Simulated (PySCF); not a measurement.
Worked example: oscillator strength and radiative lifetime

C3H4Cl2OSi, SMILES [Si](OC)(C#C)(Cl)Cl.

Coordinates come from a B3LYP-D3(BJ)/def2-SVP optimisation. Other conformers were not sampled.

TDDFT-CAM-B3LYP/def2-SVPD run with PySCF 2.14.0 puts the first singlet state with f over 0.02 at 7.84 eV (vertical), with the transition dipole (-0.430, -0.057, -0.113) in atomic units.

Task: Find the oscillator strength, the wavelength and the radiative lifetime that this transition would have in vacuum if emission retraced absorption.

Result: 
|μ|² = 0.2009 au, so |μ| = 1.14 D. ΔE = 7.84/27.211 = 0.2881 hartree. f = (2/3) ΔE |μ|² = 0.039 (the program prints 0.038).
λ = 1239.84/7.84 = 158 nm; ν = 63234 cm⁻¹.
Einstein's coefficient A = 0.6670 ν² f s⁻¹ (ν in cm⁻¹) = 1.0e8 s⁻¹, so τ = 1/A = 9.7 ns. This state is S5; the lower singlets have f = 0.000, 0.000, 0.001, 0.009. The figure is the radiative limit of this one transition; relaxation, internal conversion, crossing to triplets and a medium change what is measured.
